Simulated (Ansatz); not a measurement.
Frontier orbitals of BrFHInS, SMILES `[F][In]([SH])[Br]`.

Cartesian coordinates in Å:
```
F -0.432 0.448 2.375
In 0.048 0.258 0.510
S -1.003 -1.439 -0.732
Br 1.717 1.839 -0.303
H -0.331 -1.107 -1.849
```

Total charge 0; spin multiplicity 1. Correlated methods include outer-core shells of Br, In, which these sets cover unevenly. Scalar relativity is left out up to krypton. In takes the def2 core potential. The geometry is a stationary point of PBE0-D4/def2-TZVP. It is one conformer, not always the lowest. Basis def2-TZVPP, Ansatz 0.2.0.

Orbital energies of one run (eV). Highest occupied ones, from the top: -7.09, -7.49, -7.72, -8.13, -8.84, -8.95, -9.20, -10.47, -11.44, -18.24, -18.85, -19.85, -20.01, -20.06. Empty: -3.43, -2.17, -0.94, -0.34, 0.47, 1.35.

Which functional gave them?
A. B3LYP
B. r2SCANh
C. PBE
D. HSE06 (plane-wave form)

C. HOMO energies: PBE -7.09, HSE06 -7.94, B3LYP -8.09, r2SCANh -7.86 eV.

B3LYP here is the variant with VWN-RPA as its local correlation; programs differ in this.
